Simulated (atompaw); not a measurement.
**What one change does to a pseudopotential (Sb (Z = 51), PAW (atompaw))**

| Item | Value |
| --- | --- |
| Element | antimony |
| Generator | atompaw 4.2.0.5 |
| Type | PAW |
| Functional | LDA (PW92) |
| Relativity | non-relativistic |
| Frozen core | [Kr] |
| Valence charge | 15 |
| Reference configuration | 4d10 5s2 5p3 |
| Partial waves | 5s (bound): rc 2.65 bohr; 5s channel at 0.1 Ry: rc 2.65 bohr; 5p (bound): rc 2.65 bohr; 5p channel at 0.55 Ry: rc 2.65 bohr; 4d (bound): rc 2.65 bohr; 4d channel at -2 Ry: rc 1.45 bohr; 4f channel at 0.4 Ry: rc 2.60 bohr; 4f channel at 1.75 Ry: rc 2.60 bohr |
| Local potential | ultrasoft scheme with l = 4 at 1 Ry, radius 1.75 bohr |
| Core correction | smooth core density matched at 2.30 bohr |
| Augmentation charge | sinc compensation charge, radius 2.55 bohr; PAW radius 2.65 bohr; waves and projectors: custom rrkj vanderbiltortho |

All-electron outer shells of the reference configuration (LDA (PW92), non-relativistic, ld1.x):

```tsv
shell	level (eV)	outermost node (bohr)	outermost maximum (bohr)
4s	-137.40	0.41	0.74
4p	-99.22	0.40	0.77
4d	-35.30	0.38	0.84
5s	-12.12	0.99	1.98
5p	-5.05	1.06	2.35
```

Change: functional PBE; removed wave 4f channel at 1.75 Ry: rc 2.60 bohr.

Cutoffs: the cutoffs (Ry, on a coarse ladder) from which the occupation-weighted sum of valence levels, in a spherical-Bessel basis at the reference potential, stays within 10 and 1 mRy of its value at 400 Ry; they do not see the model core or the augmentation charge, which bear on the density cutoff.

Problem. What does the change do?

Solution. The potential gets neither clearly harder nor softer (15 Ry and 21 Ry → 15 Ry and 21 Ry); both files keep a bound ghost (s); the range in which the f phases agree narrows (upper end 3.0 → 1.1).

| quantity | base | changed |
| --- | --- | --- |
| cutoff, loose | 15 Ry | 15 Ry |
| cutoff, tight | 21 Ry | 21 Ry |
| bound ghosts | s | s |
| s: phases at 2.65 bohr within 0.05 rad from the reference energy up to (Ry; the scan ends near 5) | 3.7 | 3.6 |
| p: phases at 2.65 bohr within 0.05 rad from the reference energy up to (Ry; the scan ends near 5) | 3.2 | 3.2 |
| d: phases at 2.65 bohr within 0.05 rad from the reference energy up to (Ry; the scan ends near 5) | 0.4 | 0.4 |
| f: phases at 2.65 bohr within 0.05 rad from the reference energy up to (Ry; the scan ends near 5) | 3.0 | 1.1 |
| lowest overlap eigenvalue by channel | s 0.23, p 0.48, d 0.11, f 0.94 | s 0.23, p 0.48, d 0.10, f 1.00 |

 A true bound ghost makes a file unfit for plane-wave use even where its test errors are small: the radial tests pick states by their node count and pass the ghost by. The cutoffs see the waves, projectors and local potential, not the compensation charge or the core.
